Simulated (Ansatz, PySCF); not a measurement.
C₄H₄F₂O₂, SMILES FC(F)=C1COCO1. Atoms are numbered in the order given.

```xyz
12

F      1.4826    -1.7953     0.6216
C      1.2353    -0.5431     0.2897
F      2.3387     0.1966     0.2696
C      0.0377    -0.0321     0.0142
C     -0.2923     1.3896    -0.3884
O     -1.7057     1.4070    -0.2661
C     -2.1242     0.0955    -0.4958
O     -1.1238    -0.7505     0.0608
H      0.0288     1.6040    -1.4277
H      0.1396     2.1520     0.2762
H     -2.2166    -0.1206    -1.5820
H     -3.0801    -0.0863     0.0157
```
Charge 0, spin multiplicity 1.

The structure is a stationary point at B3LYP-D3(BJ)/def2-SVP. This is a generated structure with no PubChem entry under its InChIKey; it may be hypothetical. The values are those of a single conformer.

Two levels are set side by side: PBE-D3(BJ)/def2-SVP (Ansatz, a program for electronic structure) and B3LYP-D3(BJ)/def2-SVP (Ansatz). Each level has its own optimised geometry; the coordinates shown are those of the second. Frequencies come from the Hessian of PySCF at each geometry. Differences are taken from unrounded values.

| quantity | B3LYP-D3(BJ) |
|---|---|
| mean bond length (Å) | 1.293 |
| bond F1–C2 (Å) | 1.319 |
| bond C2–F3 (Å) | 1.329 |
| bond C2–C4 (Å) | 1.331 |
| bond C4–C5 (Å) | 1.514 |
| bond C4–O8 (Å) | 1.367 |
| bond C5–O6 (Å) | 1.419 |
| bond O6–C7 (Å) | 1.396 |
| bond C7–O8 (Å) | 1.423 |
| bond C5–H9 (Å) | 1.109 |
| bond C5–H10 (Å) | 1.100 |
| bond C7–H11 (Å) | 1.111 |
| bond C7–H12 (Å) | 1.099 |
| highest harmonic wavenumber (cm⁻¹) | 3127 |
| mean harmonic wavenumber (cm⁻¹) | 1203 |
| zero-point energy (kcal/mol) | 51.60 |

Question: What does PBE-D3(BJ) give, and how far is it from B3LYP-D3(BJ)? (The exact figures need the calculation; the answer reports its results.)

Answer: 
```
quantity                            PBE-D3(BJ)  PBE-D3(BJ) minus B3LYP-D3(BJ)
----------------------------------  ----------  -----------------------------
mean bond length (Å)                     1.301                          0.008
bond F1–C2 (Å)                           1.326                          0.008
bond C2–F3 (Å)                           1.336                          0.007
bond C2–C4 (Å)                           1.343                          0.012
bond C4–C5 (Å)                           1.517                          0.003
bond C4–O8 (Å)                           1.373                          0.007
bond C5–O6 (Å)                           1.425                          0.006
bond O6–C7 (Å)                           1.400                          0.005
bond C7–O8 (Å)                           1.432                          0.009
bond C5–H9 (Å)                           1.119                          0.010
bond C5–H10 (Å)                          1.108                          0.009
bond C7–H11 (Å)                          1.122                          0.011
bond C7–H12 (Å)                          1.108                          0.009
highest harmonic wavenumber (cm⁻¹)        3053                            -73
mean harmonic wavenumber (cm⁻¹)           1165                            -38
zero-point energy (kcal/mol)             49.98                          -1.62
```

GGA bonds tend to be longer and softer than those of functionals with exact exchange. Differences between two approximate levels are no errors against the true value.
